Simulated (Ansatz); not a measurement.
Start from `O=C/C=[CH]/[AlH2]` and change one atom or group to get `N/[C]([AlH2])=C\C=O`.

Ansatz, PBE0-D4/def2-TZVP geometries, multiplicity 1. Each molecule was computed in one conformer, which needn't be the lowest.

```csv
property,`O=C/C=[CH]/[AlH2]`
HOMO–LUMO gap (PBE0/def2-TZVPP) / eV,4.85
HOMO energy (ωB97M-V/def2-TZVPP) / eV,-9.94
HOMO–LUMO gap (B3LYP/def2-TZVPP) / eV,4.42
HOMO energy (PBE0/def2-TZVPP) / eV,-7.57
HOMO–LUMO gap (ωB97M-V/def2-TZVPP) / eV,9.19
size of the dipole moment (ωB97M-V/def2-TZVPP) / D,2.14
```

Problem. Give the same properties after the change, and the shifts. (An estimate is asked.)

Solution. Ansatz gave: 
```csv
property,`N/[C]([AlH2])=C\C=O`,shift
HOMO–LUMO gap (PBE0/def2-TZVPP) / eV,4.36,-0.49
HOMO energy (ωB97M-V/def2-TZVPP) / eV,-8.71,1.23
HOMO–LUMO gap (B3LYP/def2-TZVPP) / eV,3.96,-0.46
HOMO energy (PBE0/def2-TZVPP) / eV,-6.65,0.92
HOMO–LUMO gap (ωB97M-V/def2-TZVPP) / eV,8.14,-1.05
size of the dipole moment (ωB97M-V/def2-TZVPP) / D,5.23,3.09
```

With PBE0 the HOMO rises by 0.92 eV and the LUMO rises by 0.42 eV, so the gap narrows by about 0.50 eV. PBE moves the HOMO by 0.73 eV and ωB97M-V by 1.23 eV. Dipoles are sizes alone; their direction can turn.

B3LYP here is the variant with VWN-RPA as its local correlation; programs differ in this.
